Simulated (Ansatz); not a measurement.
Consider the substitution at a C–B bond: `BC1(C)CO1` + HI → `CC1(I)CO1` + BH₃.

Computed with Ansatz on PBE0-D4/def2-TZVP structures; ΔE is electronic, products minus reactants. CCSD(T)/CBS is the MP2 limit (def2-TZVPP, def2-QZVPP) plus CCSD(T) − MP2 in def2-TZVPP, frozen cores. This one scheme is used for every species. DFT in def2-TZVPP. B3LYP here is the variant with VWN-RPA as its local correlation; programs differ in this. Elements past krypton have def2 core potentials. For I outer-core shells are correlated without core-valence functions, which leaves a few kJ/mol of doubt a bond.

| level | ΔE (kcal/mol) |
| --- | --- |
| BLYP-D4 | 11.6 |
| CAM-B3LYP-D4 | 14.1 |
| revPBE | 13.2 |
| PBE0 | 14.6 |
| B3LYP | 13.8 |
| MP2/def2-SVP | 13.5 |
| HF/def2-QZVPP | 13.6 |
| CCSD/CBS(def2) | 12.4 |

(1) What does CCSD(T)/CBS give? (Estimate.)

(2) What do rigid-rotor, harmonic-oscillator terms from PBE0-D4/def2-TZVP frequencies (298.15 K, 1 bar) make of the CCSD(T)/CBS value? (An estimate is asked.)

Largest T1 diagnostic among the species: 0.012.

Answers

(1) Computed: +11.7 kcal/mol. The listed levels differ from it by -0.1, 2.4, 1.5, 2.9, 2.1, 1.8, 1.9, 0.7 kcal/mol.

(2) The calculation gave: ΔZPE = +0.2 kcal/mol, ΔH = +12.0 kcal/mol, ΔS = -1 J/(mol·K), ΔG = +12.0 kcal/mol.

In def2-TZVPP, CCSD(T) changes the Hartree–Fock value by −1.2 kcal/mol (the triples alone add −0.7 kcal/mol) and MP2 by −3.0 kcal/mol. From r2SCAN to r2SCAN0 (25 % exact exchange), in def2-TZVPP and without D4, ΔE moves by +0.7 kcal/mol. At CCSD(T), def2-SVP lies +3.0 kcal/mol from the extrapolated value and def2-TZVPP +0.8 kcal/mol.

CCSD(T)/CBS has its own doubt, a few kJ/mol and more with outer-core shells, so smaller differences from it don't rank the levels.
